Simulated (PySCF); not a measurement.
**Polarisability and C₆ of Os (osmium, neutral)**

[Xe] 4f14 5d6 6s2, high-spin 5D determinant. Calculation: PySCF 2.14, in aug-cc-pwCVTZ-PP with ECP60MDF; a scalar-relativistic core potential. Coupled (time-dependent) response in atomic units; α is the mean over directions.

```csv
method,mean α (bohr³),"α xx, yy, zz",C₆ (like pair),S(−4)
UHF,77.04,"78.62, 78.62, 73.88",876.8,4064
PBE,55.35,"54.40, 54.40, 57.24",623.7,1187
```

S(−4) is the Cauchy moment in α(ω) = α(0) + S(−4) ω² + …

Reference α: 57 ± 3 bohr³ (recommended; Schwerdtfeger and Nagle, table of static dipole polarizabilities (2023 update)). Published C₆: 584.0 (Gould and Bucko (2016)).

Spin-orbit coupling is absent.

Hartree-Fock lies above the reference because it lacks correlation, which contracts the outer shell.

α(iu) at UHF:

| u (hartree) | α(iu) (bohr³) |
| --- | --- |
| 0 | 77.04 |
| 0.0500 | 69.07 |
| 0.100 | 56.07 |
| 0.200 | 36.36 |
| 0.300 | 25.09 |
| 0.500 | 14.54 |
| 0.750 | 9.122 |
| 1.00 | 6.449 |
| 1.50 | 3.830 |
| 2.00 | 2.566 |
| 3.00 | 1.383 |
| 5.00 | 0.5820 |

A single London oscillator, α(iu) = α/(1 + u²/ω²), gives C₆ = (3/4) ω α². Matching the computed C₆ needs ω = 4 × 876.8 / (3 × 77.04²) = 0.197 hartree.

The components differ because the open shell of this determinant is not spherical; for a pure term their mean is the scalar polarisability.

Energies and moments cover only the electrons outside the core potential. Spin-orbit coupling, absent here, splits the open shell strongly.
